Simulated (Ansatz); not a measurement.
`OC([SiH3])S` and `OC(S)S[SiH3]` differ in one atom or group.

Ansatz, PBE0-D4/def2-TZVP geometries, multiplicity 1. Each molecule was computed in one conformer, which needn't be the lowest.

```json
{"property": "HOMO energy (PBE/def2-TZVPP) / eV", "`OC([SiH3])S`": "-6.03"}
{"property": "size of the dipole moment (ωB97M-V/def2-TZVPP) / D", "`OC([SiH3])S`": "2.11"}
{"property": "HOMO energy (ωB97M-V/def2-TZVPP) / eV", "`OC([SiH3])S`": "-9.52"}
{"property": "LUMO energy (PBE/def2-TZVPP) / eV", "`OC([SiH3])S`": "-0.92"}
{"property": "HOMO–LUMO gap (ωB97M-V/def2-TZVPP) / eV", "`OC([SiH3])S`": "11.15"}
{"property": "HOMO–LUMO gap (PBE0/def2-TZVPP) / eV", "`OC([SiH3])S`": "7.23"}
```

**Question.** What does the change do to each property? (An estimate is asked.)

**Answer.** Computed: 
| property | `OC(S)S[SiH3]` | shift |
| --- | --- | --- |
| HOMO energy (PBE/def2-TZVPP) / eV | -6.07 | -0.04 |
| size of the dipole moment (ωB97M-V/def2-TZVPP) / D | 0.82 | -1.29 |
| HOMO energy (ωB97M-V/def2-TZVPP) / eV | -9.52 | 0.00 |
| LUMO energy (PBE/def2-TZVPP) / eV | -1.54 | -0.62 |
| HOMO–LUMO gap (ωB97M-V/def2-TZVPP) / eV | 10.89 | -0.26 |
| HOMO–LUMO gap (PBE0/def2-TZVPP) / eV | 6.73 | -0.50 |

Dipoles are sizes alone; their direction can turn.
